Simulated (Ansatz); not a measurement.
C₂H₂, charge +1, doublet, at a GFN2-xTB geometry (a state made from the parent by changing its charge; the spin is typed, not shown lowest); R2SCAN/6-311G** in Ansatz (a first-principles code).

Input for Ansatz:
Ansatz 0.2 input:
```yaml
crystal:
  periodic: [false, false, false]
  atoms:
    - {symbol: C, position_ang: [-0.56423433, 0.08860303, -0.22317502]}
    - {symbol: C, position_ang: [0.58643044, -0.10222711, 0.14719686]}
    - {symbol: H, position_ang: [-1.63051420, 0.30023900, -0.27545639]}
    - {symbol: H, position_ang: [1.49733749, -0.21849453, 0.73132537]}
basis:
  gaussian:
    orbitals: 6-311G__.json
hamiltonian:
  xc: r2scan
total_charge: 1
magnetization: {spin_polarized: true, initial_magnetization: 1}
accuracy: high
```
The basis file holds 6-311G** in the JSON format of the Basis Set Exchange.

### Question
What does Ansatz print? Leave out banner, timings and long lists.

### Answer

```
Functional definition: r2SCAN
800 factors; integrals over basis functions are off by at most 3.4e-9 eV
mean field evaluation 1: about -2088.0880 eV, gradient 2.8e1 eV
mean field evaluation 2: about -2089.7390 eV, gradient 2.2e1 eV
mean field evaluation 4: about -2092.0296 eV, gradient 2.9e-1 eV
mean field evaluation 8: about -2092.0282 eV, gradient 3.8e-3 eV
mean field evaluation 16: about -2092.0282 eV, gradient 1.3e-6 eV
mean field evaluation 32: about -2092.0064 eV, gradient 4.5e-1 eV
mean field -2092.02822855 eV, -76.8806193714 hartree, gradient 5.4e-8 eV, S^2 0.754828; 4 other end points of the search recorded, 0 dependent functions left out
reference -2092.02822946 eV, -76.8806194051 hartree; 7, 6 occupied and 41, 42 virtual orbitals, 800 factors
Total energy: -2092.02822946 eV, -76.8806194051 hartree
```
